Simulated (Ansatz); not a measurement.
A geometry relaxed with Ansatz (a first-principles code) with PBE0-D3(BJ)/def2-SVP, charge 0, multiplicity 1:

```xyz
17

H     -0.9558    -6.0459     3.1953
H     -1.2689    -2.8669     3.0060
H      0.2877     0.1619     1.1278
H      0.1777    -3.2220    -0.5312
H     -1.2019    -5.6984     1.6044
N     -0.5608    -5.5751     2.3843
H      3.9670    -0.5216    -1.4216
Ge     1.5713    -0.6576     0.9000
H      2.5429    -0.3916     2.0646
Ge     2.6096     0.1385    -1.1407
N      3.1641     3.1582    -0.7915
C      2.9675     2.0258    -0.9491
Ge    -0.0866    -3.8229     2.6956
H      1.6928     0.0064    -2.3657
Ge     1.0630    -3.0231     0.7178
H      0.8659    -3.8299     3.9052
H      2.3781    -3.7936     0.4904
```

Write the SMILES of this molecule.

`N#[C][GeH2][GeH2][GeH2][GeH2][NH2]`
